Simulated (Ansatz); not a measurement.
Correlation energies of CH4BSe (`C[B][SeH]`) radical by basis set

```xyz
7

C     0.7544   -0.1900    0.4974
B     0.2536    0.4066   -0.8339
Se   -1.4370    0.6767   -1.6169
H     1.4555   -1.0084    0.3020
H    -0.0440   -0.5655    1.1477
H     1.3232    0.5651    1.0508
H    -2.3058    0.1156   -0.5470
```

The species carries charge 0 and has multiplicity 2. Correlated methods include outer-core shells of Se, which these sets cover unevenly. Scalar relativity is left out up to krypton. Geometry: relaxed with PBE0-D4/def2-TZVP. It is one conformer, not always the lowest. Frozen core, unrestricted reference, Ansatz.

```csv
basis,HF (Eh),MP2 corr.,CCSD corr.,(T),CCSD(T) total
def2-SVP,-2464.34946,-0.44455,?,?,?
def2-TZVPP,-2464.71630,-0.52749,-0.55786,-0.02197,-2465.29613
def2-QZVPP,-2464.76646,?,-0.85149,?,?
```

(1) Fill in the withheld values. (Best estimate.)

Results:

(1) Computed: def2-SVP CCSD corr.: -0.47612; def2-SVP (T): -0.01405; def2-SVP CCSD(T) total: -2464.83963; def2-QZVPP MP2 corr.: -0.84702; def2-QZVPP (T): -0.02724; def2-QZVPP CCSD(T) total: -2465.64519.
